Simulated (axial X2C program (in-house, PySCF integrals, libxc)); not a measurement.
## Which molecule has these constants?

Calculated with an in-house all-electron X2C program for linear molecules (integrals from PySCF), spin-free (one-electron X2C) or two-component (2c: spin–orbit coupling with atomic mean-field Coulomb and Gaunt terms, which also bring small scalar terms), in Dyall basis sets with cores contracted in-house; open shells are unrestricted.

A two-component PBE0 calculation in a Dyall 3-zeta basis gave Re = 1.673 Å, ωe = 2100.7 cm⁻¹, De = 2.68 eV, Ω = 1.

Problem. Which molecule is it?
A. NaTe⁺
B. TeH⁺
C. RbTe⁺
D. LiTe⁺
E. KTe⁺

Solution. B. The others have KTe⁺ 3.609 Å and 87.6 cm⁻¹ (Ω = 1); NaTe⁺ 3.131 Å and 144.8 cm⁻¹ (Ω = 1); RbTe⁺ 3.788 Å and 61.6 cm⁻¹ (Ω = 1); LiTe⁺ 2.772 Å and 301.1 cm⁻¹ (Ω = 1).

Each entry is the lowest single determinant of a limited PBE0 search at one distance. De goes to single-determinant-based atoms at the same level (for ions the charge split of lowest energy) and is withheld (n/a) where an atom does not fit its ground term or J level. Main or longest-lived isotopes. One determinant is a doubtful description, or other states lie close, for TeH⁺, KTe⁺, NaTe⁺, RbTe⁺, LiTe⁺; these need not be ground states, and all values refer to the states named. Some open-shell Ω = 0 determinants are out of reach, so the Ω given for TeH⁺, KTe⁺, NaTe⁺, RbTe⁺, LiTe⁺ need not be the lowest component. With several unpaired electrons the Ω given is that of one determinant, not necessarily of the lowest component. The functionals have no current term, which raises determinants with orbital currents.
